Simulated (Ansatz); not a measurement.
Basis sets compared for GeH2Me(vinyl) (C₃H₈Ge). Charge 0, multiplicity 1. Geometry r2SCAN-D4/def2-SVP. Ansatz on 2 threads of Arm Neoverse V1 on a shared host; times are rough, and most runs start from earlier orbitals.

```xyz
12

C     0.700    0.756   -1.719
C    -0.799    0.067    1.020
C    -0.354   -0.235    2.248
Ge   -0.045   -0.672   -0.610
H     1.053   -1.676   -0.210
H    -1.138   -1.409   -1.408
H     1.116    0.348   -2.652
H     1.499    1.283   -1.177
H    -0.083    1.485   -1.979
H    -1.627    0.784    0.926
H     0.467   -0.944    2.408
H    -0.789    0.211    3.152
```

Binding counts from free atoms (C triplet, Ge triplet, H doublet) in the same basis, without a counterpoise term.

```csv
level,functions,energy (Eh),HOMO (eV),LUMO (eV),binding per atom (eV),wall time
PBE-D4/def2-SVP,114,-2195.2728,-6.51,-1.08,3.83,1.6 s
PBE0-D4/def2-SVP,114,-2195.3533,-7.67,-0.07,3.80,2 s
```

(1) Estimate the rows for PBE-D4/def2-TZVP (with forces), PBE0-D4/def2-TZVP.

Answers

(1) 
```tsv
level	functions	energy (Eh)	HOMO (eV)	LUMO (eV)	binding per atom (eV)	wall time
PBE-D4/def2-TZVP (with forces)	189	-2195.6673	-6.60	-1.28	3.81	3.5 s
PBE0-D4/def2-TZVP	189	-2195.7429	-7.72	-0.27	3.77	4.1 s
```
